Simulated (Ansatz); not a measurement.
```yaml
crystal:
  periodic: [false, false, false]
  atoms:
    - {symbol: C, position_ang: [-1.485007, -0.377025, -1.175353]}
    - {symbol: O, position_ang: [-1.521239, -0.028600, 0.184545]}
    - {symbol: Ga, position_ang: [-0.053490, 0.284072, 1.134593]}
    - {symbol: C, position_ang: [1.768872, 0.188750, 0.450492]}
    - {symbol: Cl, position_ang: [-0.528728, 0.789184, 3.157798]}
    - {symbol: H, position_ang: [-1.963758, -1.351078, -1.323301]}
    - {symbol: H, position_ang: [-2.036483, 0.363497, -1.764763]}
    - {symbol: H, position_ang: [-0.467682, -0.439583, -1.586570]}
    - {symbol: H, position_ang: [1.917452, 0.944964, -0.322756]}
    - {symbol: H, position_ang: [2.479729, 0.360251, 1.257884]}
    - {symbol: H, position_ang: [1.955535, -0.791431, 0.008132]}
basis:
  gaussian: {orbitals: cc-pVDZ}
hamiltonian: {xc: {name: PBE0-DH}}
output: {forces: true}
```

```sh
$ ansatz run in.yaml --threads 4 --pin off --events-out ev --progress --plain --max-ram 10444MiB
```

It prints (some lines left out):

```
Functional definition: PBE0-DH
1165 factors; integrals over basis functions are off by at most 1.1e-3 eV
mean field evaluation 1: about -69092.3180 eV, gradient 4.9e1 eV
mean field evaluation 2: about -69092.6965 eV, gradient 4.9e1 eV
mean field evaluation 4: about -69097.7567 eV, gradient 9.3e0 eV
mean field evaluation 8: about -69097.9342 eV, gradient 3.3e-1 eV
mean field evaluation 16: about -69097.9347 eV, gradient 1.0e-4 eV
mean field -69097.93467626 eV, -2539.3022630903 hartree, gradient 6.0e-6 eV, S^2 0.000000; 0 other end points of the search recorded, 0 dependent functions left out
17 core orbitals not correlated: weight in the atoms' cores, before any rotation towards them, 1.000 or more for the frozen orbitals, at most 0.000 for the correlated occupied ones
reference -69097.93469730 eV, -2539.3022638636 hartree; 20, 20 occupied and 80, 80 virtual orbitals, 1165 factors
second order -23.44521417 eV of doubles, -0.00000000 eV of singles
Total energy: -69100.86534908 eV, -2539.4099633298 hartree
Atom 0 at    -1.485007    -0.377025    -1.175353 Å, force    -0.011103     0.047750     0.188956 eV/Å
Atom 1 at    -1.521239    -0.028600     0.184545 Å, force    -0.135554    -0.037380    -0.124899 eV/Å
Atom 2 at    -0.053490     0.284072     1.134593 Å, force     0.220200    -0.004031    -0.047961 eV/Å
Atom 3 at     1.768872     0.188750     0.450492 Å, force    -0.239350     0.015357     0.104496 eV/Å
Atom 4 at    -0.528728     0.789184     3.157798 Å, force    -0.017427     0.031547     0.122648 eV/Å
Atom 5 at    -1.963758    -1.351078    -1.323301 Å, force    -0.074239    -0.136130    -0.027707 eV/Å
Atom 6 at    -2.036483     0.363497    -1.764763 Å, force    -0.084232     0.099513    -0.088610 eV/Å
Atom 7 at    -0.467682    -0.439583    -1.586570 Å, force     0.146581    -0.010003    -0.062774 eV/Å
Atom 8 at     1.917452     0.944964    -0.322756 Å, force     0.024393     0.144923    -0.139863 eV/Å
Atom 9 at     2.479729     0.360251     1.257884 Å, force     0.138742     0.032661     0.152989 eV/Å
Atom 10 at     1.955535    -0.791431     0.008132 Å, force     0.031991    -0.184208    -0.077276 eV/Å
Dipole moment:     0.476160    -0.125286    -0.571157 e Å
```

Hardware: 4 threads of an AMD EPYC 9R45 on a shared host. Wall time 2 s, peak host memory 0.47 GiB.
